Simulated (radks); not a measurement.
Values are calculated unless marked as measured or tabulated.
All-electron atom: In in [Kr] 4d10 5s2 5p1 (the NIST ground configuration). Code: a radial shooting solver on a logarithmic mesh with Libxc functionals. Model: Dirac Kohn-Sham, PBE, spin-unpolarised, spherical densities, point nucleus; open shells are shared between the two j in proportion to 2j + 1.

Normalised radial functions P(r) = r R(r) (large component), r in bohr:

r           5s1/2    5p1/2    5p3/2
0.002528   0.0340   0.0017   0.0008
0.003399   0.0428   0.0026   0.0014
0.004606   0.0532   0.0040   0.0024
0.006193   0.0642   0.0063   0.0042
0.008393   0.0750   0.0101   0.0072
0.01128    0.0829   0.0159   0.0120
0.01529    0.0843   0.0248   0.0198
0.02073    0.0736   0.0376   0.0314
0.02786    0.0460   0.0541   0.0468
0.03776   -0.0030   0.0735   0.0659
0.05077   -0.0652   0.0894   0.0830
0.06881   -0.1227   0.0922   0.0892
0.09251   -0.1364   0.0676   0.0705
0.1254    -0.0706   0.0056   0.0155
0.1686     0.0653  -0.0775  -0.0638
0.2285     0.1925  -0.1376  -0.1281
0.3096     0.1725  -0.1075  -0.1113
0.4163    -0.0327   0.0247   0.0067
0.5642    -0.2760   0.1817   0.1615
0.7585    -0.2922   0.2179   0.2137
1.028      0.0055   0.0646   0.0865
1.382      0.4069  -0.1953  -0.1558
1.873      0.6656  -0.4366  -0.3970
2.518      0.6624  -0.5543  -0.5303
3.413      0.4659  -0.5280  -0.5266
4.626      0.2308  -0.3906  -0.4067
6.219      0.0794  -0.2273  -0.2485
8.428      0.0163  -0.0961  -0.1117
11.33      0.0018  -0.0280  -0.0351

5s1/2: eigenvalue -8.207 eV, 4 radial nodes at r = 0.0372, 0.148, 0.401, 1.02 bohr, <r> = 2.61 bohr, 90 % of the charge inside 3.92 bohr. 5p1/2: eigenvalue -2.726 eV, 3 radial nodes at r = 0.128, 0.398, 1.11 bohr, <r> = 3.62 bohr, 90 % of the charge inside 5.68 bohr. 5p3/2: eigenvalue -2.427 eV, 3 radial nodes at r = 0.133, 0.411, 1.15 bohr, <r> = 3.81 bohr, 90 % of the charge inside 5.99 bohr.
